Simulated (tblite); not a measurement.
CCl3, charge -1, singlet, at a GFN2-xTB geometry; IPEA1-xTB in tblite.

tblite was given this input:
```
$ tblite run mol.xyz --method ipea1 --charge -1 --spin 0 --json tblite.json --no-restart

# file mol.xyz
4

C     -0.01109338    -0.01005188     0.65819826
Cl     0.00076126     1.66832402    -0.05198398
Cl     1.44532711    -0.83228868    -0.06582593
Cl    -1.44217306    -0.83248762    -0.11449536
```

It wrote (shortened):

```
xTB calculator
 | screened Coulomb repulsion
 | Coulomb electrostatics
 |  * isotropic Klopman-Ohno-Mataga-Nishimoto electrostatics
 |  * onsite third-order electrostatics
 | DFT-D3(BJ) dispersion correction

halogen bonding energy    0.0000000000000E+00 Eh
repulsion energy          1.5973551526905E-02 Eh
dispersion energy        -1.7402725262283E-03 Eh
number of electrons       2.6000000000000E+01 e
integral cutoff           4.0000000000000E+01 bohr

------------------------------------------------------------
  cycle        total energy    energy error   density error
------------------------------------------------------------
      1     -15.45668614643  -1.5470919E+01   3.4219655E-01
      2     -15.59001486017  -1.3332871E-01   3.1665854E-01
      3     -15.68608623942  -9.6071379E-02   1.3361279E-01
      4     -15.68305131448   3.0349249E-03   3.7990238E-02
      5     -15.68609084173  -3.0395272E-03   3.6699217E-03
      6     -15.68610571444  -1.4872713E-05   1.5998126E-03
      7     -15.68610957548  -3.8610447E-06   5.4336106E-05
      8     -15.68610957938  -3.8988688E-09   3.1602923E-05
      9     -15.68610958131  -1.9231212E-09   1.7148146E-08
------------------------------------------------------------

electronic energy        -1.5700342860307E+01 Eh
total energy             -1.5686109581307E+01 Eh

Post processing:
 | Mayer-Wiberg bond orders

[Info] JSON dump of results written to 'tblite.json'
```
